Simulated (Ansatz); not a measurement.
The cluster GeTe2. Total charge 0; triplet. Geometry r2SCAN-D4/def2-TZVPD, that of the charge -1 doublet; atoms count from 1.

| atom | x (Å) | y (Å) | z (Å) |
| --- | --- | --- | --- |
| Ge1 | 0.093 | -0.093 | 0.669 |
| Te2 | -2.259 | -0.143 | -0.054 |
| Te3 | 2.166 | 0.236 | -0.615 |

In the def2 sets Te takes a core potential; there is no spin–orbit coupling. At PBE0-D4/def2-TZVPD a singlet of charge 0 lies 0.30 eV below the triplet at the same geometry. The structure comes from a short search, and lower isomers may exist.

(1) Estimate the Mulliken populations from the PBE0/def2-TZVPD orbitals of Ansatz.

(2) Where does the spin sit?

(3) And the Mayer bond orders between bonded heavy atoms (over 0.3)?

## Answers

(1) 
```csv
atom,charge (e),spin (α − β)
Ge1,0.13,0.10
Te2,-0.06,0.95
Te3,-0.06,0.95
```
Mulliken values and Mayer orders depend strongly on the basis. With diffuse functions, as here, like atoms can get unlike values, and bond orders can come out too low or too high.

(2) Summed by element: Ge 0.10, Te 1.90, of 2 unpaired in all. Largest on single atoms: Te2 0.95, Te3 0.95, Ge1 0.10.

(3) Ge1–Te2 1.50 (2.46 Å); Ge1–Te3 1.50 (2.46 Å). Values over 0.3 also appear between atoms too far apart for a bond (Te2–Te3 0.34 at 4.48 Å); they arise where an orbital or an unpaired electron spreads over both atoms.
